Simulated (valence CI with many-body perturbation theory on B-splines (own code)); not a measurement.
The numbers below are computed, except where a source is named.
## Ladder of approximations for Pt⁵⁺

Method: relativistic CI+MBPT: five valence electrons over a frozen Dirac-Fock core [Xe] 4f14, radial functions for each j: 7 s, 7 p, 8 d, 6 f, 4 g, 1 h, with the one-electron correlation potential Σ1, the two-electron term Σ2, the three-electron term Σ3, Breit, model QED; selected CI, second order for the rest, scaled by the run's own slope (own B-spline code, finite nucleus).

No measured levels were compared; by estimate terms of the open shell hold to 2 to 4 % of their energy, and close levels can change places; different configurations can be misplaced against each other by 1,000 to 8,000 cm⁻¹. Core correlation moves these levels by up to 14000 cm⁻¹, and in measured spectra 5 to 20 % of such shifts remained as error; rates that hang on mixing are uncertain with them. Among the levels kept, up to 1100 cm⁻¹ of a level comes from second order outside the variational space, and about a tenth of that is noise between levels of different J, which matters for small intervals. Only levels of the ground parity were solved; by the run's estimate the other parity begins above the list, which can be wrong where configurations are misplaced.

Each rung adds one term. CI alone is the Dirac-Coulomb CI over the frozen core; QED comes last and gives the full result, which names the levels. Energies are above 5d⁵ ⁶S_5/2 on the same rung, in cm⁻¹.

Names give the largest LS component (configuration and term), which can be under half, so a name can repeat, a term be missing and a line seem to break the LS rules; names also repeat where a configuration has a term twice. Letters in brackets count levels of one name in rising energy.

| Level | CI alone |
| --- | --- |
| 5d⁵ ⁴G_5/2 [a] | 18587 |
| 5d⁵ ⁴G_7/2 | 25216 |
| 5d⁵ ⁴D_3/2 [a] | 25314 |
| 5d⁵ ⁴G_11/2 | 26987 |
| 5d⁵ ⁴G_5/2 [b] | 26894 |
| 5d⁵ ⁴G_9/2 | 28079 |
| 5d⁵ ⁴P_1/2 | 28678 |
| 5d⁵ ⁴D_7/2 | 33457 |
| 5d⁵ ²D_5/2 [a] | 34668 |
| 5d⁵ ²I_11/2 | 39545 |
| 5d⁵ ⁴D_1/2 | 37602 |
| 5d⁵ ²F_7/2 [a] | 40353 |
| 5d⁵ ⁴D_3/2 [b] | 38464 |
| 5d⁵ ²G_9/2 [a] | 42166 |
| 5d⁵ ⁴F_3/2 | 41170 |
| 5d⁵ ²I_13/2 | 43757 |

Question: What do these energies become with core correlation, Breit and QED?

Answer: 5d⁵ ⁴G_5/2 [a] 18099 (-488); 5d⁵ ⁴G_7/2 24830 (-386); 5d⁵ ⁴D_3/2 [a] 25908 (+594); 5d⁵ ⁴G_11/2 26445 (-542); 5d⁵ ⁴G_5/2 [b] 27229 (+335); 5d⁵ ⁴G_9/2 27777 (-302); 5d⁵ ⁴P_1/2 29940 (+1261); 5d⁵ ⁴D_7/2 33887 (+430); 5d⁵ ²D_5/2 [a] 35871 (+1204); 5d⁵ ²I_11/2 39019 (-526); 5d⁵ ⁴D_1/2 39223 (+1621); 5d⁵ ²F_7/2 [a] 40407 (+54); 5d⁵ ⁴D_3/2 [b] 40496 (+2032); 5d⁵ ²G_9/2 [a] 42349 (+183); 5d⁵ ⁴F_3/2 42863 (+1693); 5d⁵ ²I_13/2 43209 (-547).

Question: How does the ionisation energy move along the ladder, and which term matters most?

Answer: CI alone 72.789, + Σ1 74.057, + Σ2 75.166, + Σ3 75.138, + Breit 75.182, + QED 75.185 eV. The largest step is Σ1, 1.268 eV. NIST lists 75 ± 2 eV (theoretical).
